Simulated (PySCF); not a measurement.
Species: C6H11NSi2.
Geometry (PBE0-D3(BJ)/def2-SVP, Å), atoms numbered from 1 in this order:
```xyz
20
C6H11NSi2 angstrom
Si    -2.3423   -1.5270    0.3205
N     -1.4776   -0.0619   -0.1480
Si    -2.3374    1.3321   -0.8048
C     -0.0765   -0.0082   -0.0038
C      0.5958   -0.8622    0.8873
C      1.9799   -0.8099    1.0213
C      2.7329    0.0998    0.2816
C      2.0774    0.9558   -0.6013
C      0.6948    0.9008   -0.7481
H     -3.7208   -1.4131   -0.2316
H     -1.6507   -2.7223   -0.2454
H     -2.4318   -1.6972    1.8043
H     -3.7871    1.1106   -0.5453
H     -1.8705    2.5773   -0.1275
H     -2.1331    1.4965   -2.2780
H      0.0300   -1.5677    1.5016
H      2.4726   -1.4872    1.7232
H      3.8183    0.1413    0.3920
H      2.6480    1.6738   -1.1954
H      0.2117    1.5652   -1.4695
```

The closed-shell ground state was solved at several levels (PySCF, density fitting, gas phase, non-relativistic).

| level | basis functions | total energy (Eh) | HOMO (eV) | LUMO (eV) | gap (eV) | dipole (D) |
| --- | --- | --- | --- | --- | --- | --- |
| PBE/pcSseg-1 | 222 | -868.2883 | -5.37 | -1.23 | 4.14 | 0.17 |
| wB97X-D/def2-SVPD | 276 | -868.5339 | -8.07 | 1.29 | 9.36 | 0.04 |

(1) What might PBE0/pcSseg-1 (222 basis functions) give for the same quantities?

(2) Over all these levels, which gives the widest orbital gap and which the narrowest?

(3) How far do the dipole and the HOMO energy spread over the levels?

Answers

(1) Total energy -868.3690 Eh, HOMO -6.36 eV, LUMO -0.34 eV, gap 6.02 eV, dipole 0.12 D.

(2) wB97X-D/def2-SVPD (range-separated hybrid) has the widest, 9.36 eV, and PBE/pcSseg-1 (GGA) the narrowest, 4.14 eV. Functional and basis both differ between the two, so the spread mixes both effects.

(3) The dipole runs from 0.04 to 0.17 D (mean 0.11 D) and the HOMO from -8.07 to -5.37 eV.

Note: wB97X-D ran without an empirical dispersion term, which enters the total energy and its gradient alone.
